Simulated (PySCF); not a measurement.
**Ionisation energy of Hf⁵⁴⁺ by level of theory**

Hf⁵⁴⁺ [Ar] → Hf⁵⁵⁺ [Ne] 3s2 3p5 [3p1/2^2 3p3/2^3, M_J = 3/2], as a difference of total energies. All numbers are calculated (PySCF 2.14, the two-component X2C-1e Hamiltonian, in an even-tempered Gaussian basis (18 s from 15 bohr⁻², ratio 2.4; 14 p from 20 bohr⁻², ratio 2.4; 4 d from 74 bohr⁻², ratio 2.6; 4 f from 110 bohr⁻², ratio 2.6)). Correlated levels: 1s2 frozen; the 48 highest virtual spinors dropped. "Screened" scales the spin-orbit matrix elements by Boettger's factors to mimic the two-electron term; Breit and QED terms are absent.

| method | ionisation energy (eV) |
| --- | --- |
| GHF (spin-free) | 5445.1 |
| GMP2 (spin-free) | 5446.0 |
| GHF (screened spin-orbit) | 5354.0 |
| GMP2 (screened spin-orbit) | 5355.0 |

Breit and QED terms and the two-electron picture change are absent.

The spin-free rows lack the spin-orbit shift.

For comparison: 5350 ± 5 eV (theoretical estimate listed by NIST; NIST Atomic Spectra Database, ionization energies).
